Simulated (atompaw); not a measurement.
**Logarithmic derivatives: Pt (Z = 78), PAW (atompaw)**

atompaw 4.2.0.5 input, output lines left out:

```
Pt 78
GGA-PBE scalarrelativistic loggrid 2001 logderivrange -3 5 201
6 6 5 4 0 0
6 0 0
6 1 0
5 2 9
0 0 0
c
c
c
c
c
v
c
c
c
c
v
c
c
v
c
2
2.50 2.25 2.20 1.60
y
0.5
n
y
0.55
n
y
1.55
n
custom polynom gramschmidtortho sinc
3 -0.5 troulliermartins
2.00
2.00
2.50
2.50
2.50
2.50
```

The phase is arctan(r·u′/u) with u = r·R(r), unwrapped; energies in Ry, scanned from -3 to 5 Ry. A pole is an energy at which the radial function vanishes at the test radius. The pseudo phase is shifted by a multiple of π to meet the all-electron one at the reference energy, and phase errors are pseudo minus all-electron; the curves can meet again beyond the range given. Levels narrower than the energy grid can be missing from the lists of poles.

Q: For each channel, where are the poles, and over which energies does the pseudopotential scatter like the atom?

A:

```csv
channel,radius (bohr),reference energy (Ry),"poles, all-electron","poles, pseudo",unbroken range about the reference energy with phases within 0.05 rad,phase error 1 Ry above the reference energy (rad)
s,2.50,-0.95,1.43,1.43,the whole range,-0.000
p,2.50,-0.49,3.28,3.28,the whole range,+0.000
d,2.50,-1.05,-0.60,-0.60,the whole range,+0.000
```

Note: ghost states, extra bound levels that the all-electron valence spectrum of the same l lacks: s at -130.7 eV, p at -63.2 eV. A true bound ghost makes a file unfit for plane-wave use.

Phases in the d channel:

```csv
E (Ry),all-electron,pseudo
-3.00,1.298,1.298
-2.52,1.251,1.252
-2.04,1.161,1.162
-1.56,0.863,0.863
-1.08,-1.006,-1.006
-0.60,-1.571,-1.571
-0.12,-1.710,-1.710
0.36,-1.800,-1.800
0.84,-1.894,-1.894
1.32,-2.030,-2.030
1.80,-2.290,-2.290
2.28,-2.909,-2.906
2.76,-3.792,-3.787
3.24,-4.235,-4.230
3.72,-4.426,-4.421
4.20,-4.527,-4.523
4.68,-4.591,-4.586
```
